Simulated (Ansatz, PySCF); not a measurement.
Caution: the highest occupied level lies above zero, so the state may not be bound. This triplet lies 0.32 eV above the relaxed singlet at the level frozen-core CCSD(T)/aug-cc-pVTZ // B3LYP-D3(BJ)/def2-TZVPD (Ansatz, an electronic-structure program); other levels give the other order.

B3LYP has the VWN-RPA correlation part, as in Gaussian. 

```xyz
5

F      2.4872     0.2188    -0.0403
B      1.3253    -0.4782     0.0050
Al    -0.6765    -0.0051     0.0084
H     -1.3795     1.4647    -0.0472
H     -1.7565    -1.2002     0.0741
```

Charge -1, multiplicity 3.

### Question
Give the Mulliken and meta-Löwdin atomic charges from PySCF with B3LYP-D3(BJ)/def2-TZVPD.

### Answer

| atom | Mulliken (e) | meta-Löwdin (e) |
|---|---|---|
| F1 | -0.34 | -0.32 |
| B2 | 0.09 | -0.18 |
| Al3 | -0.51 | -0.11 |
| H4 | -0.13 | -0.21 |
| H5 | -0.11 | -0.19 |
